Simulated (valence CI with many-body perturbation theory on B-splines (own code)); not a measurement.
**Sm49+: calculated level list**

Method: relativistic CI+MBPT: three valence electrons over a frozen Dirac-Fock core [Ne], a basis of 11 s, 11 p, 10 d, 8 f, 5 g, 2 h functions for each j, with the one-electron correlation potential Σ1, the two-electron term Σ2, the three-electron term Σ3, Breit, model QED; selected CI, second order for the rest, scaled by the run's own slope (own B-spline code, finite nucleus).

No measured spectrum was set against this ion. As an estimate, large intervals hold to a few tenths of a per cent, small ones and those within an open d or f shell to about a per cent.

Levels 136 to 158 of 158, with energies above the lowest level, (3s^2 3p1/2) J=1/2. "Leading %" is the weight of the configuration and term that name the level; weights of strongly mixed levels are sums over their largest components and can fall short. In the jj column 3d3/2^4 stands for four electrons in 3d with j = 3/2. Lifetimes count E1, E2, E3, M1 and M2 decay at the calculated energies, and are blank where another channel may lead or the interval is too uncertain; long ones can be off by a factor of two.

| No. | Configuration | Term | J | E (× 10³ cm⁻¹) | Leading % | Second component | g | Lifetime | Leading jj |
| --- | --- | --- | --- | --- | --- | --- | --- | --- | --- |
| 136 | 3d3 | 4P | 5/2 | 10556 | 53 | 29 % 3d3 2D | 1.344 | 915 fs | 3d3/2^2 3d5/2 (83 %) |
| 137 | 3d3 | 4F | 7/2 | 10611 | 56 | 42 % 3d3 2G | 1.082 | 1.35 ps | 3d3/2 3d5/2^2 (95 %) |
| 138 | 3d3 | 4F | 9/2 | 10633 | 53 | 42 % 3d3 2H | 1.135 | 1.51 ps | 3d3/2 3d5/2^2 (95 %) |
| 139 | 3d3 | 4P | 3/2 | 10688 | 41 | 40 % 3d3 2D | 1.134 | 1.24 ps | 3d3/2 3d5/2^2 (98 %) |
| 140 | 3d3 | 2H | 11/2 | 10696 | 100 |  | 1.082 | 1.84 ps | 3d3/2 3d5/2^2 (100 %) |
| 141 | 3d3 | 2P | 1/2 | 10712 | 62 | 38 % 3d3 4P | 1.422 | 1.18 ps | 3d3/2 3d5/2^2 (99 %) |
| 142 | 3d3 | 2D | 5/2 | 10730 | 53 | 20 % 3d3 4P | 1.198 | 1.16 ps | 3d3/2 3d5/2^2 (83 %) |
| 143 | 3d3 | 2F | 5/2 | 10772 | 42 | 40 % 3d3 2D | 1.103 | 1.36 ps | 3d3/2 3d5/2^2 (95 %) |
| 144 | 3d3 | 2F | 7/2 | 10783 | 85 | 14 % 3d3 2G | 1.101 | 1.43 ps | 3d3/2 3d5/2^2 (96 %) |
| 145 | 3d3 | 2D | 3/2 | 10917 | 57 | 33 % 3d3 2P | 1.008 | 1.37 ps | 3d3/2 3d5/2^2 (76 %) |
| 146 | 3d3 | 2G | 9/2 | 10926 | 54 | 31 % 3d3 4F | 1.141 | 2.61 ps | 3d5/2^3 (97 %) |
| 147 | 3d3 | 2D | 3/2 | 11060 | 65 | 25 % 3d3 2P | 1.007 | 1.90 ps | 3d5/2^3 (76 %) |
| 148 | 3d3 | 2D | 5/2 | 11129 | 65 | 22 % 3d3 2F | 1.155 | 1.94 ps | 3d5/2^3 (91 %) |
| 149 | 3s2 4s | 2S | 1/2 | 15609 | 98 |  | 1.996 | 38.4 fs | 3s^2 4s (98 %) |
| 150 | 3s2 4p | 2P° | 1/2 | 16069 | 98 |  | 0.665 | 157 fs | 3s^2 4p1/2 (98 %) |
| 151 | 3s 3p 4s | 4P° | 1/2 | 16481 | 86 | 11 % 3s 3p 4s 2P° | 2.394 | 46.9 fs | 3s 3p1/2 4s (99 %) |
| 152 | 3s2 4p | 2P° | 3/2 | 16511 | 41 | 35 % 3s 3p 4s 4P° | 1.465 | 62.7 fs | 3s 3p1/2 4s (58 %) |
| 153 | 3s 3p 4s | 2P° | 1/2 | 16635 | 94 | 6 % 3s 3p 4s 4P° | 0.765 | 52.5 fs | 3s 3p1/2 4s (98 %) |
| 154 | 3s2 4p | 2P° | 3/2 | 16635 | 57 | 30 % 3s 3p 4s 4P° | 1.449 | 79.3 fs | 3s^2 4p3/2 (57 %) |
| 155 | 3s 3p 4p | 4D | 1/2 | 16907 | 71 | 21 % 3s 3p 4p 2P | 0.279 | 72.4 fs | 3s 3p1/2 4p1/2 (99 %) |
| 156 | 3s 3p 4p | 4D | 3/2 | 16975 | 38 | 19 % 3s 3p 4p 2D | 1.095 | 26.5 fs | 3s 3p1/2 4p1/2 (88 %) |
| 157 | 3s 3p 4p | 4P | 1/2 | 17083 | 51 | 27 % 3s 3p 4p 2S | 2.023 | 71.8 fs | 3s 3p1/2 4p1/2 (98 %) |
| 158 | 3s2 4d | 2D | 3/2 | 17126 | 88 | 6 % 3s 3p 4p 4D | 0.843 | 31.2 fs | 3s^2 4d3/2 (88 %) |
